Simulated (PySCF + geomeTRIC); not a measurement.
A geometry relaxed with CAM-B3LYP-D3(BJ)/def2-TZVP (PySCF + geomeTRIC), charge 0, multiplicity 1:

```xyz
5

Si    -0.1310     0.0044    -0.0003
H     -0.6211    -0.7859    -1.1425
H     -0.5527     1.4099    -0.1285
H     -0.6196    -0.5656     1.2669
Cl     1.9234    -0.0617     0.0044
```

Q: Write the SMILES of this molecule.

A: `[SiH3]Cl`
